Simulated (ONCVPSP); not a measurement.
# indium: one change to an ONCV potential, before and after

```
Element                 : In
Generator               : ONCVPSP 4.0.1
Type                    : optimised norm-conserving Vanderbilt (ONCV)
Functional              : PBE
Relativity              : scalar-relativistic
Frozen core             : [Kr]
Valence charge          : 13
Reference configuration : 4d10 5s2 5p0.5 (charge +0.5)
Partial waves           : 5s: rc 2.10 bohr, ncon 4, nbas 7, qcut 2.8 1/bohr, 3 projectors, debl 0.6 Ha; 5p: rc 2.95 bohr, ncon 4, nbas 7, qcut 3 1/bohr, 1 projector; 4d: rc 1.70 bohr, ncon 5, nbas 9, qcut 9 1/bohr, 3 projectors, debl 3.3 Ha
Local potential         : polynomial inside 1.60 bohr (lpopt 5, dvloc0 0 Ha)
Core correction         : polynomial model core, fcfact 0.35
```

Change: local potential polynomial inside 1.60 bohr (lpopt 5, dvloc0 10 Ha).

Cutoffs: the cutoffs (Ha) at which the residual kinetic energy of the hardest occupied pseudo-wave falls to 1 and 0.1 mHa per electron; they do not see the model core or the augmentation charge, which bear on the density cutoff. Errors are all-electron minus pseudo energies relative to the spin-unpolarised reference configuration.

Question: What does the change do?

Answer: The potential gets neither clearly harder nor softer (32 Ha and 37 Ha → 32 Ha and 37 Ha); both files keep a bound ghost (s); the lowest positive-energy flag moves from s at 37.4 eV to none; the errors of the 4 common tests hardly move.

| quantity | base | changed |
| --- | --- | --- |
| cutoff, loose | 32 Ha | 32 Ha |
| cutoff, tight | 37 Ha | 37 Ha |
| bound ghosts | s | s |
| GHOST(+) flags under 300 eV | s at 37.4 eV | none |
| error for 4d10 5s2 5p1, meV [ΔE -1.94 eV] | +0.7 | +0.4 |
| error for 4d10 5s2 5p0, meV [ΔE 3.42 eV] | -1.6 | -1.6 |
| error for 4d10 5s1 5p0, meV [ΔE 22.66 eV] | -19 | -19 |
| error for 4d10 5s0 5p0, meV [ΔE 50.98 eV] | -65 | -65 |
| s: phases at 2.14 bohr within 0.05 rad from the reference energy up to (Ha; the scan ends near 5) | 4.0 | 4.3 |
| p: phases at 3.00 bohr within 0.05 rad from the reference energy up to (Ha; the scan ends near 5) | 0.3 | 0.9 |
| d: phases at 1.72 bohr within 0.05 rad from the reference energy up to (Ha; the scan ends near 5) | to the end of the scan | to the end of the scan |
| rms error of d²Exc/dni dnj with the model core, mHa | 0.63 | 0.63 |

 A true bound ghost makes a file unfit for plane-wave use even where its test errors are small: the radial tests pick states by their node count and pass the ghost by.
